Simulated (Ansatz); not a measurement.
sulfur difluoride (F₂S), singlet, geometry from GFN2-xTB. Base run: B3LYP/3-21G (Ansatz, a quantum-chemistry and plane-wave program).

Geometry (Å):
```xyz
3

F     -1.2226    -0.5164    -0.0030
S     -0.0043     0.5705    -0.0066
F      1.2302    -0.4978     0.0147
```
All else is at Ansatz's defaults.

Variants of this job, named by their change:

```
change                 basis functions      E (Eh)
---------------------  ---------------  ----------
base                                31  -594.73432
basis = 6-31G                       31  -597.70979
basis = def2-SVP                    46  -597.53627
basis = pc-1                        46  -597.79003
basis = 6-31G**                     49  -597.79780
basis = cc-pV(D+d)Z                 51  -597.83602
basis = aug-cc-pVDZ                 73  -597.86472
basis = 6-311+G(2d,p)               89  -597.91595
basis = cc-pVTZ                     94  -597.93418
basis = pc-2                        94  -597.95699
basis = cc-pV(T+d)Z                 99  -597.93874
basis = def2-QZVPP                 184  -597.97337
basis = def2-QZVP                  184  -597.97337
```

Totals compare only among sets that treat the same electrons; sets with core potentials leave the core out.
